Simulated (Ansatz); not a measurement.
C₃H₆BF₃O (`CC(C)=[O+][B-](F)(F)F`), 14 atoms. Total charge 0; spin multiplicity 1. All runs use 4 threads of an Intel Xeon 6975P-C on a shared host. Correlated methods freeze the cores.

(1) How many basis functions does each run have, and how long does it take in Ansatz? RKS PBE0-D4/def2-SVP energy; RKS ωB97M-V/def2-QZVPP energy; RKS ωB97M-V/def2-SVP energy; RKS PBE0-D4/def2-TZVP relaxation (34 steps); RHF-CCSD(T)/def2-SVP energy; RKS PBE0-D4/def2-TZVP frequencies; direct RPA on PBE orbitals/def2-TZVPP energy; RKS BLYP-D4/def2-TZVPP energy; RHF-MP2/def2-QZVPP energy; RHF-MP2/def2-TZVPP energy; RKS PBE0-D4/def2-QZVPP energy; RKS ωB97X-V/def2-TZVPP energy. (Best estimate.)

Results:

(1) The calculation gave: Other jobs shared the machine, so times are rough.

```
                                level                    job  functions  wall time  peak host memory (GiB)
                 RKS PBE0-D4/def2-SVP                 energy        142      1.2 s                    0.72
               RKS BLYP-D4/def2-TZVPP                 energy        332      2.6 s                    0.53
                 RKS ωB97M-V/def2-SVP                 energy        142      3.5 s                    0.72
                   RHF-MP2/def2-TZVPP                 energy        332      6.5 s                     1.2
               RKS ωB97X-V/def2-TZVPP                 energy        332        8 s                     1.3
direct RPA on PBE orbitals/def2-TZVPP                 energy        332      8.5 s                     1.1
               RKS PBE0-D4/def2-QZVPP                 energy        636       14 s                     2.7
                 RHF-CCSD(T)/def2-SVP                 energy        142       18 s                     1.4
               RKS ωB97M-V/def2-QZVPP                 energy        636       23 s                     3.3
                   RHF-MP2/def2-QZVPP                 energy        636       56 s                     6.1
                RKS PBE0-D4/def2-TZVP  relaxation (34 steps)        284    2.5 min                       1
                RKS PBE0-D4/def2-TZVP            frequencies        284    3.9 min                       1
```
